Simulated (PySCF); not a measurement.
AlFH (calculated)

All values are calculated (PySCF 2.14.0). Calculation on a computer-drawn molecule: vertical ionisation energy to the stated ion spin, frozen-core CCSD(T) at the basis limit and cheaper methods, single-reference cases, UHF for radicals, no spin-orbit; all values are single points at the evaluated structure, the first of each entry, which is the reference or a displaced copy of it and isn't optimised; the reference structure only sets the zero of the energies above reference; triples share is (T) over the correlation energy.

Common to all runs: charge 1; multiplicity 1; ion multiplicity 2; diffuse functions no; basis cc-pV(n+d)Z; reference is the Hartree-Fock double-zeta minimum; best is HF at quadruple zeta + MP2 correlation extrapolated from triple and quadruple zeta + CCSD(T) minus MP2 at triple zeta; basis step is the size of the change from the same recipe one zeta lower.

(1) AlFH

Evaluated structure:
```xyz
3
AlFH
F      0.3279     2.2833    -0.6355
Al    -0.7979     2.5826     0.4307
H     -1.8884     2.9943     1.4270
```

Reference structure:
```xyz
3
AlFH
F      0.3505     2.1912    -0.6441
Al    -0.7959     2.6126     0.3928
H     -1.8943     3.0164     1.3863
```

The calculation gives: ionisation energy best 21.24 eV; ionisation energy basis step 0.003278 eV; energy above reference best 0.2291 kcal/mol; energy above reference basis step 0.139 kcal/mol; ionisation energy Koopmans at triple zeta 21.38 eV; ionisation energy EOM CCSD at triple zeta 21.27 eV; total energy HF triple zeta -341.7533 hartree; total energy CCSD(T) triple zeta -342.0778 hartree; total energy best -342.1370 hartree; T1 diagnostic at triple zeta 0.01451; D1 diagnostic at triple zeta 0.02718; ion T1 diagnostic at triple zeta 0.02929; ion D1 diagnostic at triple zeta 0.103; ion spin squared at triple zeta 0.7522; triples share at triple zeta 0.02611; basis functions triple zeta 83.

Drawn bonds:
```
atom  other atom  order
   1           2      1
   2           3      1
```

Triple zeta:
```
 method  ionisation energy (eV)  energy above reference (kcal/mol)
     HF                   20.33                            -0.2471
    PBE                   20.81                             0.5485
 r2SCAN                   20.88                             0.2577
  B3LYP                   21.18                             0.2915
  wB97X                   21.29                             0.2187
    MP2                   20.94                             0.3496
   CCSD                   21.19                                0.2
CCSD(T)                   21.15                              0.287
```

(2) AlFH

Evaluated structure:
```xyz
3
AlFH
F      0.3279     2.2833    -0.6355
Al    -0.8172     2.5878     0.4490
H     -1.9077     2.9995     1.4453
```

Reference structure:
```xyz
3
AlFH
F      0.3505     2.1912    -0.6441
Al    -0.7959     2.6126     0.3928
H     -1.8943     3.0164     1.3863
```

Results for AlFH: ionisation energy best 21.26 eV; ionisation energy basis step 0.008268 eV; energy above reference best 0.1165 kcal/mol; energy above reference basis step 0.005566 kcal/mol; ionisation energy Koopmans at triple zeta 21.42 eV; ionisation energy EOM CCSD at triple zeta 21.29 eV; total energy HF triple zeta -341.7525 hartree; total energy CCSD(T) triple zeta -342.0780 hartree; total energy best -342.1372 hartree; T1 diagnostic at triple zeta 0.01497; D1 diagnostic at triple zeta 0.02808; ion T1 diagnostic at triple zeta 0.03101; ion D1 diagnostic at triple zeta 0.11; ion spin squared at triple zeta 0.7531; triples share at triple zeta 0.02653; basis functions triple zeta 83.

Drawn bonds:
```
atom  other atom  order
   1           2      1
   2           3      1
```

Triple zeta:
```
 method  ionisation energy (eV)  energy above reference (kcal/mol)
     HF                   20.37                             0.2257
    PBE                   20.79                            0.08202
 r2SCAN                   20.87                             0.1285
  B3LYP                   21.16                              0.121
  wB97X                    21.3                             0.1284
    MP2                   20.96                             0.1157
   CCSD                   21.21                             0.1456
CCSD(T)                   21.17                             0.1292
```

(3) AlFH

Evaluated structure:
```xyz
3
AlFH
F      0.3279     2.2833    -0.6355
Al    -0.9291     2.6175     0.5550
H     -2.0196     3.0292     1.5513
```

Reference structure:
```xyz
3
AlFH
F      0.3505     2.1912    -0.6441
Al    -0.7959     2.6126     0.3928
H     -1.8943     3.0164     1.3863
```

It finds ionisation energy best 21.29 eV; ionisation energy basis step 0.02007 eV; energy above reference best 9.413 kcal/mol; energy above reference basis step 0.9161 kcal/mol; ionisation energy Koopmans at triple zeta 21.58 eV; ionisation energy EOM CCSD at triple zeta 21.14 eV; total energy HF triple zeta -341.7326 hartree; total energy CCSD(T) triple zeta -342.0636 hartree; total energy best -342.1224 hartree; T1 diagnostic at triple zeta 0.01779; D1 diagnostic at triple zeta 0.03329; ion T1 diagnostic at triple zeta 0.01031; ion D1 diagnostic at triple zeta 0.02527; ion spin squared at triple zeta 0.7545; triples share at triple zeta 0.02907; basis functions triple zeta 83.

Drawn bonds:
```
atom  other atom  order
   1           2      1
   2           3      1
```

Triple zeta:
```
 method  ionisation energy (eV)  energy above reference (kcal/mol)
     HF                   19.15                              12.74
    PBE                   20.48                              7.162
 r2SCAN                   20.58                              9.145
  B3LYP                   20.83                              8.887
  wB97X                   21.19                              9.442
    MP2                   21.39                               8.83
   CCSD                   20.95                              9.807
CCSD(T)                   21.08                              9.171
```

(4) AlFH

Evaluated structure:
```xyz
3
AlFH
F      0.3279     2.2833    -0.6355
Al    -0.9883     2.6332     0.6110
H     -2.0788     3.0449     1.6073
```

Reference structure:
```xyz
3
AlFH
F      0.3505     2.1912    -0.6441
Al    -0.7959     2.6126     0.3928
H     -1.8943     3.0164     1.3863
```

Results for AlFH: ionisation energy best 20.73 eV; ionisation energy basis step 0.01624 eV; energy above reference best 18.43 kcal/mol; energy above reference basis step 1.389 kcal/mol; ionisation energy Koopmans at triple zeta 21.6 eV; ionisation energy EOM CCSD at triple zeta 20.58 eV; total energy HF triple zeta -341.7156 hartree; total energy CCSD(T) triple zeta -342.0494 hartree; total energy best -342.1080 hartree; T1 diagnostic at triple zeta 0.01938; D1 diagnostic at triple zeta 0.03599; ion T1 diagnostic at triple zeta 0.01012; ion D1 diagnostic at triple zeta 0.02466; ion spin squared at triple zeta 0.7548; triples share at triple zeta 0.03044; basis functions triple zeta 83.

Drawn bonds:
```
atom  other atom  order
   1           2      1
   2           3      1
```

Triple zeta:
```
 method  ionisation energy (eV)  energy above reference (kcal/mol)
     HF                   18.53                              23.39
    PBE                   20.24                              14.99
 r2SCAN                   20.31                              17.95
  B3LYP                   20.53                              17.57
  wB97X                   20.62                              18.48
    MP2                   20.83                              17.67
   CCSD                   20.37                              19.07
CCSD(T)                   20.52                               18.1
```

(5) AlFH

Evaluated structure:
```xyz
3
AlFH
F      0.3535     2.1793    -0.6517
Al    -0.8443     2.6380     0.4284
H     -1.9609     3.0147     1.4257
```

Reference structure:
```xyz
3
AlFH
F      0.3505     2.1912    -0.6441
Al    -0.7959     2.6126     0.3928
H     -1.8943     3.0164     1.3863
```

The calculation gives: ionisation energy best 21.25 eV; ionisation energy basis step 0.02679 eV; energy above reference best 2.48 kcal/mol; energy above reference basis step 0.4162 kcal/mol; ionisation energy Koopmans at triple zeta 21.45 eV; ionisation energy EOM CCSD at triple zeta 21.27 eV; total energy HF triple zeta -341.7463 hartree; total energy CCSD(T) triple zeta -342.0745 hartree; total energy best -342.1335 hartree; T1 diagnostic at triple zeta 0.01621; D1 diagnostic at triple zeta 0.0303; ion T1 diagnostic at triple zeta 0.03477; ion D1 diagnostic at triple zeta 0.1232; ion spin squared at triple zeta 0.7594; triples share at triple zeta 0.02768; basis functions triple zeta 83.

Drawn bonds:
```
atom  other atom  order
   1           2      1
   2           3      1
```

Triple zeta:
```
 method  ionisation energy (eV)  energy above reference (kcal/mol)
     HF                    20.4                              4.088
    PBE                   20.66                              1.407
 r2SCAN                   20.76                              2.383
  B3LYP                   21.03                              2.268
  wB97X                   21.26                              2.513
    MP2                   20.96                              2.196
   CCSD                   21.21                               2.65
CCSD(T)                   21.15                              2.355
```
